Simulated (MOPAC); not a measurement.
Input file for MOPAC: PM6 on CH2F2N2 (a complex), monomers drawn apart or pushed together.

```
PM6 1SCF PRECISE CHARGE=0 THREADS=1
CH2F2N2

N      0.35842510 1     0.06215926 1    -0.26468266 1
N     -0.49305022 1    -0.03038760 1     0.41040955 1
F      0.55825648 1    -1.42578516 1     4.54701359 1
C     -0.18274287 1    -0.39225799 1     5.03611580 1
F      0.45163129 1     0.77435032 1     4.73116252 1
H     -0.23852183 1    -0.48586486 1     6.12185286 1
H     -1.15705252 1    -0.39848631 1     4.54650067 1
```

The log:

```
*******************************************************************************
 **                                                                           **
 **                              MOPAC v23.2.5                                **
 **                                                                           **
 *******************************************************************************
 ** MOPAC's Digital Object Identifier: https://doi.org/10.5281/zenodo.6511958 **
 **                                                                           **
 ** Please cite the open-source release paper for use of this MOPAC version:  **
 ** J. E. Moussa and J. J. P. Stewart (2026)                                  **
 ** MOPAC: An open-source semiempirical molecular orbital program             **
 ** J. Open Source Softw., 11(119), 8025, https://doi.org/10.21105/joss.08025 **
 *******************************************************************************

                              PM6 CALCULATION RESULTS

 *******************************************************************************
 *  PM6        - The PM6 Hamiltonian to be used
 *
 *
 *
 *                 CHARGE ON SYSTEM = 0
 *
 *
 *
 *  PRECISE    - TIGHTER CRITERIA TO BE USED
 *  1SCF       - DO 1 SCF AND THEN STOP
 *  THREADS=1  - MULTI-THREADING NOT USED
 *  T=         - A TIME OF 172800.0 SECONDS REQUESTED
 *  DUMP=N     - RESTART FILE WRITTEN EVERY 7200.0 SECONDS REQUESTED
 *******************************************************************************
PM6 1SCF PRECISE CHARGE=0 THREADS=1
 CH2F2N2

   ATOM   CHEMICAL          X               Y               Z
  NUMBER   SYMBOL      (ANGSTROMS)     (ANGSTROMS)     (ANGSTROMS)

     1       N          0.35842510  *   0.06215926  *  -0.26468266  *
     2       N         -0.49305022  *  -0.03038760  *   0.41040955  *
     3       F          0.55825648  *  -1.42578516  *   4.54701359  *
     4       C         -0.18274287  *  -0.39225799  *   5.03611580  *
     5       F          0.45163129  *   0.77435032  *   4.73116252  *
     6       H         -0.23852183  *  -0.48586486  *   6.12185286  *
     7       H         -1.15705252  *  -0.39848631  *   4.54650067  *



          CARTESIAN COORDINATES

    NO.       ATOM           X           Y           Z

     1         N          0.3584      0.0622     -0.2647
     2         N         -0.4931     -0.0304      0.4104
     3         F          0.5583     -1.4258      4.5470
     4         C         -0.1827     -0.3923      5.0361
     5         F          0.4516      0.7744      4.7312
     6         H         -0.2385     -0.4859      6.1219
     7         H         -1.1571     -0.3985      4.5465

 General Reference for PM6:
 "Optimization of Parameters for Semiempirical Methods V: Modification of NDDO Approximations
 and Application to 70 Elements", J. J. P. Stewart, J. Mol. Mod., 13, 1173-1213 (2007)
 URL: https://link.springer.com/article/10.1007/s00894-007-0233-4

           Empirical Formula: C H2 N2 F2  =     7 atoms



      MOLECULAR POINT GROUP   :   Cs


      RHF CALCULATION, NO. OF DOUBLY OCCUPIED LEVELS = 15


 -------------------------------------------------------------------------------
 PM6 1SCF PRECISE CHARGE=0 THREADS=1
 CH2F2N2



     1SCF WAS SPECIFIED, SO BFGS WAS NOT USED
     SCF FIELD WAS ACHIEVED


                              PM6 CALCULATION
                                                       MOPAC v23.2.5 Linux




          FINAL HEAT OF FORMATION =        -61.83234 KCAL/MOL =    -258.70650 KJ/MOL


          COSMO AREA              =        123.42 SQUARE ANGSTROMS
          COSMO VOLUME            =         97.83 CUBIC ANGSTROMS

          IONIZATION POTENTIAL    =         12.644827 EV
          HOMO LUMO ENERGIES (EV) =        -12.645  0.261
          NO. OF FILLED LEVELS    =         15
          MOLECULAR WEIGHT        =         80.0370         POINT GROUP:  Cs

          MOLECULAR DIMENSIONS (Angstroms)

            Atom       Atom       Distance
            H     6    N     1     6.43774
            F     5    F     3     2.21040
            F     5    H     7     1.66476


          SCF CALCULATIONS        =          1





   ATOM   CHEMICAL          X               Y               Z
  NUMBER   SYMBOL      (ANGSTROMS)     (ANGSTROMS)     (ANGSTROMS)

     1       N          0.35842510  *   0.06215926  *  -0.26468266  *
     2       N         -0.49305022  *  -0.03038760  *   0.41040955  *
     3       F          0.55825648  *  -1.42578516  *   4.54701359  *
     4       C         -0.18274287  *  -0.39225799  *   5.03611580  *
     5       F          0.45163129  *   0.77435032  *   4.73116252  *
     6       H         -0.23852183  *  -0.48586486  *   6.12185286  *
     7       H         -1.15705252  *  -0.39848631  *   4.54650067  *

                             CARTESIAN COORDINATES

   1    N        0.358425100     0.062159260    -0.264682660
   2    N       -0.493050220    -0.030387600     0.410409550
   3    F        0.558256480    -1.425785160     4.547013590
   4    C       -0.182742870    -0.392257990     5.036115800
   5    F        0.451631290     0.774350320     4.731162520
   6    H       -0.238521830    -0.485864860     6.121852860
   7    H       -1.157052520    -0.398486310     4.546500670


           Empirical Formula: C H2 N2 F2  =     7 atoms



      MOLECULAR POINT GROUP   :   Cs


                  EIGENVALUES
 -41.84261 -41.77269 -38.20011 -25.19791 -18.73466 -18.55572 -18.05042 -17.79740
 -16.88076 -16.87804 -16.42622 -15.46046 -14.72227 -13.39055 -12.64483   0.26075
   0.26346   2.52504   2.57436   3.60793   4.49010   4.59831


              NET ATOMIC CHARGES AND DIPOLE CONTRIBUTIONS

  ATOM NO.   TYPE          CHARGE      No. of ELECS.   s-Pop       p-Pop
    1          N           0.003459        4.9965     1.78942     3.20712
    2          N          -0.003458        5.0035     1.78932     3.21414
    3          F          -0.178172        7.1782     1.97219     5.20599
    4          C           0.088224        3.9118     1.15441     2.75736
    5          F          -0.178141        7.1781     1.97218     5.20596
    6          H           0.133074        0.8669     0.86693
    7          H           0.135015        0.8650     0.86499
 DIPOLE           X         Y         Z       TOTAL
 POINT-CHG.    -1.830    -0.176     1.045     2.115
 HYBRID         0.217     0.020    -0.117     0.248
 SUM           -1.613    -0.156     0.928     1.867


          ATOMIC ORBITAL ELECTRON POPULATIONS

     Atom    s        px        py        pz
    1  N   1.78942   1.12700   1.00015   1.07998
    2  N   1.78932   1.12977   1.00289   1.08149
    3  F   1.97219   1.77548   1.53250   1.89801
    4  C   1.15441   0.94449   0.75849   1.05438
    5  F   1.97218   1.83311   1.41740   1.95546
    6  H   0.86693
    7  H   0.86499

 **********************
 *                    *
 * JOB ENDED NORMALLY *
 *                    *
 **********************




 == MOPAC DONE ==
```

The run finished.

Cost: around 0.020 core-seconds (rough).
